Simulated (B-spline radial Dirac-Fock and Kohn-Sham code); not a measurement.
## Neutral copper: differential elastic cross section for electrons at 30 keV

Model: relativistic (Dirac) partial waves in the static field of the Dirac-Fock atom with Furness-McCarthy exchange, without polarisation or absorption potentials. Program: a radial atomic solver.

| θ (°) | dσ/dΩ (Å²/sr) | Sherman function |
| --- | --- | --- |
| 0 | 31.6 | 0.000 |
| 1 | 17.5 | 0.000 |
| 2 | 7.48 | 0.000 |
| 3 | 3.68 | 0.000 |
| 5 | 1.09 | 0.000 |
| 7 | 0.387 | 0.000 |
| 10 | 0.115 | 0.000 |
| 15 | 0.0286 | 0.001 |
| 20 | 0.0105 | 0.001 |
| 25 | 0.00480 | 0.000 |
| 30 | 0.00252 | -0.001 |
| 40 | 0.000907 | -0.006 |
| 50 | 0.000412 | -0.013 |
| 60 | 0.000218 | -0.022 |
| 70 | 0.000129 | -0.033 |
| 80 | 8.33e-05 | -0.043 |
| 90 | 5.75e-05 | -0.052 |
| 100 | 4.20e-05 | -0.060 |
| 110 | 3.22e-05 | -0.064 |
| 120 | 2.58e-05 | -0.065 |
| 130 | 2.14e-05 | -0.062 |
| 140 | 1.85e-05 | -0.055 |
| 150 | 1.66e-05 | -0.045 |
| 160 | 1.53e-05 | -0.032 |
| 170 | 1.46e-05 | -0.016 |
| 180 | 1.44e-05 | 0.000 |

The total elastic cross section is 0.149 Å², the first transport cross section 0.00169 Å² and the second, weighted with (3/2) sin²θ, 0.00405 Å². The mean deflection is ⟨1 − cos θ⟩ = 0.0114, and 0.12 % of the collisions scatter beyond 90°.

Values without a named source are computed, but for edge energies of neutral atoms, which are taken from tables.
